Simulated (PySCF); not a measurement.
CdI and its ions

r²SCAN; PySCF, scalar-relativistic core potentials, basis sets Cd def2-SVP with ECP28, I def2-SVP with ECP28. Neutral (UKS): doublet (σ ↑), Re = 2.699 Å, ωe = 173 cm⁻¹, De = 1.39 eV, HOMO -5.76 eV, LUMO -4.36 eV.

CdI⁺ (UKS): singlet (closed shell), Re = 2.565 Å, ωe = 218 cm⁻¹, De = 1.95 eV to Cd⁺ + I. The energies at the minima are -465.63146 hartree for CdI and -465.32518 for CdI⁺.

(1) Work out the adiabatic ionisation energy, without and with harmonic zero-point energies (1 hartree = 27.2114 eV, 1 eV = 8065.5 cm⁻¹), and the change of the bond length.

These are scalar-relativistic numbers at best; spin–orbit coupling would shift them, the dissociation energy most. For an ion De counts to the pair picked by the measured ionisation energies or electron affinities, which need not be the lowest pair at this level. States were picked by a PBE0 search and need not be the measured ground states.

Results:

(1) At r²SCAN: 0.30628 hartree = 8.334 eV between the minima; the zero-point term (218.0 − 173.0)/2 cm⁻¹ = +0.003 eV makes it 8.337 eV. Re changes by -13.4 pm against the neutral. The electron leaves a σ orbital, and the shorter bond of the ion fits an antibonding orbital, or a change in how ionic the bond is.
